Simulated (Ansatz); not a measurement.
Computed with Ansatz on PBE0-D4/def2-TZVP structures; ΔE is electronic, products minus reactants. CCSD(T)/CBS adds triple-zeta CCSD(T) − MP2 to the extrapolated MP2 energy (def2 sets, frozen cores). DFT in def2-TZVPP. B3LYP here is the variant with VWN-RPA as its local correlation; programs differ in this. For Br, Se outer-core shells are correlated without core-valence functions, which leaves a few kJ/mol of doubt a bond. Scalar relativity is left out up to krypton. One conformer a species, not always the lowest.

`C[Se][AlH][Br]` + `CO[SiH](Cl)OC` → `CO[Si](Cl)(OC)[Se]C` + `[AlH2][Br]`  (formal exchange of groups at the Se–Al bond)

```csv
level,ΔE (kJ/mol)
PBE0-D4,52.4
r2SCAN,58.8
PBE0,59.8
B3LYP,63.2
CCSD/def2-TZVPP,56.4
CCSD(T)/def2-TZVPP,54.6
SCS-MP2/def2-QZVPP,55.0
HF/CBS(def2),67.4
```

Q: What does CCSD(T)/CBS give? (Estimate.)

A: Computed: +54.0 kJ/mol. The listed levels differ from it by -1.6, 4.8, 5.8, 9.2, 2.4, 0.6, 1.0, 13.4 kJ/mol.

Largest T1 diagnostic among the species: 0.011.

The D4 term adds −12.5 kJ/mol with B3LYP and −7.4 kJ/mol with PBE0; it sums over pairs of atoms, weighted by their polarisabilities, and B3LYP, whose exchange is more repulsive, gets the larger term. In def2-TZVPP, CCSD(T) changes the Hartree–Fock value by −12.2 kJ/mol (the triples alone add −1.9 kJ/mol) and MP2 by −14.0 kJ/mol.

CCSD(T)/CBS has its own doubt, a few kJ/mol and more with outer-core shells, so smaller differences from it don't rank the levels.
